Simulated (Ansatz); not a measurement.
A made-up structure of BHIBr, singlet:

| atom | x (Å) | y (Å) | z (Å) |
| --- | --- | --- | --- |
| Br1 | 0.2684 | 0.3765 | 2.0187 |
| B2 | -0.2066 | 0.0637 | -0.0186 |
| I3 | 1.3627 | -0.8044 | -1.5460 |
| H4 | -1.4246 | 0.3642 | -0.4541 |

It is relaxed with PBE-D4/def2-SVP and then PBE0-D4/def2-TZVP (Ansatz 0.2.0). Atoms count as bonded within 1.22 times the sum of their covalent radii (H–H: 0.88 Å). The end point is not checked to be a true minimum.

Does its bonding change? (A judgement: the text doesn't fix the answer.)

Computed: No: no bond forms or breaks.

Where it ends: The first stage lowers the energy by 0.82 eV in 5 steps. It ends as BHIBr ([Br][BH][I]):
```
4
angstrom
Br 0.2395 0.3362 1.8023
B -0.1845 0.0569 -0.0167
I 1.2170 -0.7183 -1.3802
H -1.2720 0.3252 -0.4053
```

Labels in which every atom is bracketed show which atoms are joined, not bond orders.

For scale, one of the runs: PBE0-D4/def2-TZVP relaxation, 135 basis functions, launched by `ansatz run in.yaml --threads 2 --pin off --events-out ev --progress --plain --max-ram 4352MiB`. The run took about 22 s on 2 CPU threads of an Arm Neoverse V1 (shared host).
